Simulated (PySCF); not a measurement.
Computed with PBE-D3(BJ)/def2-TZVP // PBE0-D4/def2-SVP run with PySCF 2.14.0. All species are isolated molecules in the gas phase. One relaxed conformer stands for a flexible species; it need not be the lowest. Excitations are Tamm–Dancoff values on a coarser integration grid. The basis has no diffuse functions, so Rydberg states are missing or too high.

Reference species (SMILES): `[OH][Sn]([OH])([OH])[OH]` (neutral, multiplicity 1).

S1 excitation (TDA): 4.74 eV
LUMO: -2.81 eV

Changed species: `C[O][Sn]([O]C)([O]C)[O]C` (4 of 4 OH replaced by OCH3; the reference has 0 of 4 OH replaced by OCH3).

**Question.** Predict the effect on the S1 excitation (TDA) and LUMO.

**Answer.** the S1 excitation (TDA) falls by 0.94 eV, to 3.80 eV; the LUMO goes up by 0.16 eV, to -2.65 eV.
